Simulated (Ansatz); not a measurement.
```xyz
7

B     0.483   -1.137    0.116
Ge   -0.339    0.741   -0.043
H     1.258   -1.506   -0.715
H     0.218   -1.881    1.011
H     0.784    1.798   -0.055
H    -1.079    0.871   -1.390
H    -1.325    1.112    1.076
```

Total charge 0; spin multiplicity 1.

**Question.** List the CAM-B3LYP/def2-TZVPP orbital energies in eV (Ansatz). (Best estimate.)

**Answer.** The calculation gave: Occupied: -10851.67, -1355.97, -1206.91, -1206.91, -1206.90, -186.43, -170.76, -121.06, -121.05, -121.02, -34.64, -34.63, -34.58, -34.55, -34.55, -17.69, -15.24, -11.93, -10.92, -10.58, -9.72. Lowest empty: -1.31, 1.82, 2.38, 2.65, 2.95, 3.52, 3.76, 4.35.
